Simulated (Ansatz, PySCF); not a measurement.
Ways to break one bond of CB(C)Cl:

A. CB(C)Cl [chloro(dimethyl)borane] → C[B]Cl + [CH3] (CH3)
B. CB(C)Cl → C[B]C + Cl atom
C. CB(C)Cl [chloro(dimethyl)borane] -> [CH2]B(C)Cl + H atom

Quantity: bond dissociation energy (enthalpy at 298 K, with B3LYP-D3(BJ) rigid-rotor harmonic-oscillator terms), kJ/mol. Geometries: B3LYP-D3(BJ)/def2-TZVP minima from Ansatz (a program for electronic structure), one conformer each, not searched for the lowest. Frequencies are from Ansatz or PySCF. Correlated levels leave the core frozen unless marked. Open shells are spin-unrestricted. Spin-orbit coupling is left out. Non-relativistic. Basis-set limits of correlation are two-point, X^-3; Hartree-Fock from the larger set. The bracket is a focal-point correction in the basis named.

Question: Rank them by bond dissociation energy at RI-MP2/CBS(cc-pV(T+d)Z,cc-pV(Q+d)Z)+[CCSD(T)-MP2]/cc-pV(T+d)Z (Ansatz), lowest first.

Answer: C (405.1 kJ/mol), A (439.1 kJ/mol), B (528.5 kJ/mol)
